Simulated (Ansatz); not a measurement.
Ansatz (a quantum-chemistry and plane-wave program) input (B3LYP-D3(BJ)/def2-TZVP):

Ansatz 0.2 input:
```yaml
crystal:
  periodic: [false, false, false]
  atoms:
    - {symbol: C, position_ang: [-1.02917431, -0.17019394, 0.00086512]}
    - {symbol: Si, position_ang: [0.82882182, 0.11867989, 0.00092503]}
    - {symbol: F, position_ang: [1.41761287, -0.03358930, 1.48162900]}
    - {symbol: F, position_ang: [1.15366368, 1.66039826, -0.28178161]}
    - {symbol: Cl, position_ang: [1.89869314, -1.00533457, -1.23811765]}
    - {symbol: H, position_ang: [-1.27575731, -1.19035486, 0.28164486]}
    - {symbol: H, position_ang: [-1.46316208, 0.01407734, -0.97801362]}
    - {symbol: H, position_ang: [-1.51915692, 0.49377778, 0.70846283]}
basis:
  gaussian:
    orbitals: def2-TZVP
hamiltonian:
  xc: b3lyp
  dispersion: d3bj
relax: {f_tol: 0.002, max_steps: 150}
```

Output:

```
Functional definition: B3LYP
integrals: 0.11 GiB planned
1148 factors; their error is unknown
mean field: 0.93 GiB planned
mean field evaluation 1: about -26921.8508 eV, gradient 6.8e1 eV
mean field evaluation 2: about -26915.6131 eV, gradient 9.0e1 eV
mean field evaluation 4: about -26930.1062 eV, gradient 3.6e0 eV
mean field evaluation 8: about -26930.1321 eV, gradient 3.9e-2 eV
mean field evaluation 16: about -26930.1974 eV, gradient 3.1e-5 eV
mean field -26930.19736146 eV, -989.6664990901 hartree, gradient 3.1e-5 eV, S^2 0.000000; 0 other end points of the search recorded, 0 dependent functions left out
the calculation of the forces begins
reference -26930.19760550 eV, -989.6665080585 hartree; 29, 29 occupied and 156, 156 virtual orbitals, 1148 factors
relax step   1: F+E_penalty+E_count = -26930.50121502 eV  Δ(F+E_penalty+E_count) = +0.000e0 eV  max|allowed force component| = 1.356e0 eV/Å  Δτ_max = 0.0000 Å  (27 SCF iters, accepted)
these checks for a lower state are left out or cut short: starts, cluster_reference, orbital_swaps, neighbouring_geometries, increment
integrals: 0.11 GiB planned
1148 factors; their error is unknown
mean field: 0.93 GiB planned
mean field -26930.27191980 eV, -989.6692390588 hartree, gradient 1.1e-5 eV, S^2 0.000000; 0 other end points of the search recorded, 0 dependent functions left out
the calculation of the forces begins
reference -26930.27216364 eV, -989.6692480198 hartree; 29, 29 occupied and 156, 156 virtual orbitals, 1148 factors
relax step   2: F+E_penalty+E_count = -26930.57751190 eV  Δ(F+E_penalty+E_count) = -7.630e-2 eV  max|allowed force component| = 5.015e-1 eV/Å  Δτ_max = 0.0616 Å  (31 SCF iters, accepted)
these checks for a lower state are left out or cut short: starts, cluster_reference, orbital_swaps, neighbouring_geometries, increment
integrals: 0.11 GiB planned
1148 factors; their error is unknown
mean field: 0.93 GiB planned
mean field -26930.28882267 eV, -989.6698602276 hartree, gradient 1.2e-5 eV, S^2 0.000000; 0 other end points of the search recorded, 0 dependent functions left out
the calculation of the forces begins
reference -26930.28906621 eV, -989.6698691778 hartree; 29, 29 occupied and 156, 156 virtual orbitals, 1148 factors
relax step   3: F+E_penalty+E_count = -26930.59608262 eV  Δ(F+E_penalty+E_count) = -1.857e-2 eV  max|allowed force component| = 2.482e-1 eV/Å  Δτ_max = 0.0260 Å  (31 SCF iters, accepted)
these checks for a lower state are left out or cut short: starts, cluster_reference, orbital_swaps, neighbouring_geometries, increment
integrals: 0.11 GiB planned
1148 factors; their error is unknown
mean field: 0.93 GiB planned
mean field evaluation 32: about -26930.2227 eV, gradient 9.2e-1 eV
mean field -26930.29134062 eV, -989.6699527607 hartree, gradient 1.2e-5 eV, S^2 0.000000; 0 other end points of the search recorded, 0 dependent functions left out
the calculation of the forces begins
reference -26930.29158418 eV, -989.6699617114 hartree; 29, 29 occupied and 156, 156 virtual orbitals, 1148 factors
relax step   4: F+E_penalty+E_count = -26930.59877442 eV  Δ(F+E_penalty+E_count) = -2.692e-3 eV  max|allowed force component| = 7.525e-2 eV/Å  Δτ_max = 0.0098 Å  (31 SCF iters, accepted)
these checks for a lower state are left out or cut short: starts, cluster_reference, orbital_swaps, neighbouring_geometries, increment
integrals: 0.11 GiB planned
1148 factors; their error is unknown
mean field: 0.93 GiB planned
mean field -26930.29172548 eV, -989.6699669042 hartree, gradient 1.2e-5 eV, S^2 0.000000; 0 other end points of the search recorded, 0 dependent functions left out
the calculation of the forces begins
reference -26930.29196910 eV, -989.6699758570 hartree; 29, 29 occupied and 156, 156 virtual orbitals, 1148 factors
relax step   5: F+E_penalty+E_count = -26930.59905103 eV  Δ(F+E_penalty+E_count) = -2.766e-4 eV  max|allowed force component| = 1.740e-2 eV/Å  Δτ_max = 0.0102 Å  (31 SCF iters, accepted)
these checks for a lower state are left out or cut short: starts, cluster_reference, orbital_swaps, neighbouring_geometries, increment
integrals: 0.11 GiB planned
1148 factors; their error is unknown
mean field: 0.93 GiB planned
mean field -26930.29174103 eV, -989.6699674753 hartree, gradient 1.9e-5 eV, S^2 0.000000; 0 other end points of the search recorded, 0 dependent functions left out
the calculation of the forces begins
reference -26930.29198464 eV, -989.6699764280 hartree; 29, 29 occupied and 156, 156 virtual orbitals, 1148 factors
relax step   6: F+E_penalty+E_count = -26930.59907945 eV  Δ(F+E_penalty+E_count) = -2.842e-5 eV  max|allowed force component| = 2.708e-3 eV/Å  Δτ_max = 0.0020 Å  (22 SCF iters, accepted)
these checks for a lower state are left out or cut short: starts, cluster_reference, orbital_swaps, neighbouring_geometries, increment
integrals: 0.11 GiB planned
1148 factors; their error is unknown
mean field: 0.93 GiB planned
mean field -26930.29175651 eV, -989.6699680444 hartree, gradient 8.6e-5 eV, S^2 0.000000; 0 other end points of the search recorded, 0 dependent functions left out
the calculation of the forces begins
reference -26930.29200013 eV, -989.6699769972 hartree; 29, 29 occupied and 156, 156 virtual orbitals, 1148 factors
relax step   7: F+E_penalty+E_count = -26930.59908070 eV  Δ(F+E_penalty+E_count) = -1.245e-6 eV  max|allowed force component| = 8.169e-4 eV/Å  Δτ_max = 0.0005 Å  (20 SCF iters, accepted)
integrals: 0.11 GiB planned
1148 factors; their error is unknown
mean field: 0.93 GiB planned
mean field evaluation 64: about -26930.2264 eV, gradient 1.2e-1 eV
mean field -26930.29175651 eV, -989.6699680444 hartree, gradient 8.6e-5 eV, S^2 0.000000; 1 other end points of the search recorded, 0 dependent functions left out
the calculation of the forces begins
reference -26930.29200013 eV, -989.6699769972 hartree; 29, 29 occupied and 156, 156 virtual orbitals, 1148 factors
Total energy: -26930.59932431 eV, -989.6812709527 hartree
Atom 0 at    -1.004389    -0.160177     0.006835 Å, force    -0.000817     0.000072     0.000209 eV/Å
Atom 1 at     0.803466     0.161133     0.045380 Å, force     0.000267     0.000472     0.000420 eV/Å
Atom 2 at     1.391097    -0.079739     1.500718 Å, force     0.000258    -0.000027    -0.000111 eV/Å
Atom 3 at     1.118613     1.672503    -0.325807 Å, force     0.000273    -0.000063    -0.000086 eV/Å
Atom 4 at     1.837969    -1.027984    -1.249707 Å, force     0.000223    -0.000138    -0.000148 eV/Å
Atom 5 at    -1.213546    -1.195642     0.278087 Å, force    -0.000039    -0.000137    -0.000094 eV/Å
Atom 6 at    -1.402908     0.022139    -0.991891 Å, force    -0.000054    -0.000069    -0.000130 eV/Å
Atom 7 at    -1.518762     0.495227     0.711998 Å, force    -0.000112    -0.000109    -0.000060 eV/Å
Dipole moment:    -0.455164    -0.116265    -0.043635 e Å
```
